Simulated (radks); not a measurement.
Values are calculated unless marked as measured or tabulated.
Initial-state core-level shifts of neutral rubidium when its valence configuration changes from [Kr] 5s1. Level of theory: scalar-relativistic Kohn-Sham, r2SCAN, spin-polarised, spherical densities, finite nucleus; open shells are filled with parallel spins first (spin-orbit coupling, left out, can overturn this in heavy ions); meta-GGA in the generalised Kohn-Sham scheme; Fermi nuclear charge, rms radius 4.2036 fm (a radial shooting solver on a logarithmic mesh with Libxc functionals). Shifts are changes of the shell-averaged eigenvalues in eV (positive: less bound); the change of the density at the nucleus, which sets a Mossbauer isomer shift, is in e/bohr^3, on a base of 5.576e+04.

valence          2p      3s      3d      4p  density at nucleus
4d0.5 5s0.5  -0.947  -0.943  -0.941  -0.914              -1.483
5p1          -1.497  -1.497  -1.497  -1.457              -3.013
4d1          -1.558  -1.549  -1.546  -1.494              -3.050
5s0.5 5p0.5  -0.770  -0.770  -0.770  -0.752              -1.648
